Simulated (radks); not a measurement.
Spherical quantum dot in the effective-mass picture: electrons in a well V = -V0 / (1 + exp((r - R)/a)) with V0 = 28.4, R = 1.68, a = 0.13, all in effective atomic units (hartree* = m*/eps^2 hartree, bohr* = eps/m* bohr), one dielectric constant everywhere. Calculated with a radial shooting solver with Libxc functionals: non-relativistic Kohn-Sham, LDA (Slater exchange, Perdew-Wang correlation), spin-polarised, spherical densities. Levels are named by radial order and angular momentum (1s, 1p, 1d, 2s, ...), and open shells are averaged over m.

N = 7, configuration 1s2 1p(up 3, down 2). This is the lowest configuration that the search found. Occupied and some empty levels:

| level | occupation | eigenvalue (hartree*) | <r> (bohr*) |
|---|---|---|---|
| 1s up | 1 | -20.712 | 0.9023 |
| 1s down | 1 | -20.648 | 0.9019 |
| 1p up | 3 | -19.129 | 1.037 |
| 1p down | 2 | -19.065 | 1.038 |
| 1d up | 0 | -17.008 | 1.131 |
| 1d down | 0 | -16.945 | 1.131 |
| 2s up | 0 | -15.553 | 0.8765 |
| 2s down | 0 | -15.506 | 0.8766 |
| 1f up | 0 | -14.440 | 1.204 |
| 1f down | 0 | -14.381 | 1.204 |

Energy (hartree*): total -157.433, kinetic 17.743, external -192.47, Hartree 22.041, exchange-correlation -4.7438.

Electron density:

| r (bohr*) | n(r) (e/bohr*^3) |
|---|---|
| 0.0416 | 0.4395 |
| 0.198 | 0.5019 |
| 0.355 | 0.6264 |
| 0.512 | 0.7696 |
| 0.669 | 0.8733 |
| 0.826 | 0.8807 |
| 0.983 | 0.7623 |
| 1.14 | 0.5415 |
| 1.30 | 0.2949 |
| 1.45 | 0.1127 |
| 1.61 | 0.02777 |
| 1.77 | 0.004489 |
| 1.92 | 0.0005588 |
| 2.08 | 0.00006138 |
